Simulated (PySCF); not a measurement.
Isolated molecule, one conformer, rapidly exchanging positions averaged, non-relativistic Hamiltonian. Shieldings: GIAO PBE0/pcSseg-1; geometry from GFN2-xTB; PySCF 2.14.

Referencing at the same level of theory: ¹H and ¹³C vs TMS. Shifts are as computed. Against solution values, carbons near 30 ppm lie about +3 ppm off and those near 130 ppm about +5 ppm. Of 1211 compounds with measured shifts, 218 miss one by over three times the rms of a fit or turn the order of signals round; such compounds aren't used in these exercises.

**Question.** Order these molecules by the shift of their most shielded carbon, lowest δ first.
A. C#Cc1nc(C)nnc1C
B. C=C/C=C\CC
C. COC(=O)c1oc(OC)cp1
D. C/C=C\C1=CC1

**Answer.** D (10.7 ppm, three-membered-ring carbon), B (16.9 ppm, methyl carbon), A (23.3 ppm, methyl carbon on an aromatic ring), C (52.8 ppm, methyl carbon bonded to O).

**Question.** Order these molecules by the shift of their most deshielded carbon, lowest δ first.
A. C#Cc1nc(C)nnc1C
B. C=C/C=C\CC
C. COC(=O)c1oc(OC)cp1

**Answer.** B (143.4 ppm, alkene CH), A (170.3 ppm, substituted aromatic carbon next to a ring nitrogen), C (178.1 ppm, substituted aromatic carbon next to the ring oxygen).

**Question.** How many ¹³C and ¹H signals does each give (equivalence by symmetry and fast rotation, but not about amide C–N or C=N bonds)? `C#Cc1nc(C)nnc1C`, `C#Cc1nncnc1CC`, `C=C/C=C\CC`, `COC(=O)c1oc(OC)cp1`, `C/C=C\C1=CC1`

**Answer.** C#Cc1nc(C)nnc1C: 7 C, 3 H; C#Cc1nncnc1CC: 7 C, 4 H; C=C/C=C\CC: 6 C, 7 H; COC(=O)c1oc(OC)cp1: 6 C, 3 H; C/C=C\C1=CC1: 6 C, 5 H.
